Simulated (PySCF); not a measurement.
# Correlation energy of Cl+ (chlorine, charge +1)

[Ne] 3s2 3p4, high-spin 3P determinant. All numbers are calculated (PySCF 2.14, the non-relativistic Hamiltonian (point nucleus), in 6-31G* (4s3p1d, 18 functions)). Frozen: [Ne]; 6 electrons correlated.

MP2 pair energies summed by pair of shells (mhartree):

| pair | energy | share (%) |
| --- | --- | --- |
| 3p-3p | -39.97 | 47.6 |
| 3s-3p | -36.81 | 43.9 |
| 3s-3s | -7.13 | 8.5 |

Total MP2 correlation energy: -83.91 mhartree.

Same-spin part -20.04 and opposite-spin part -63.87 mhartree; SCS-MP2 scales them by 1/3 and 6/5 to -83.33 mhartree.

```
  level  correlation energy (mhartree)
   CCSD                        -102.63
    (T)                          -1.16
CCSD(T)                        -103.79
```

Diagnostics: T1 = 0.0058, D1 = 0.0189, largest double amplitude 0.049.

Cost of the coupled-cluster step: 0.08 s of wall time on 1 thread of Intel(R) Xeon(R) Platinum 8375C CPU @ 2.90GHz (shared host), for 6 correlated electrons.
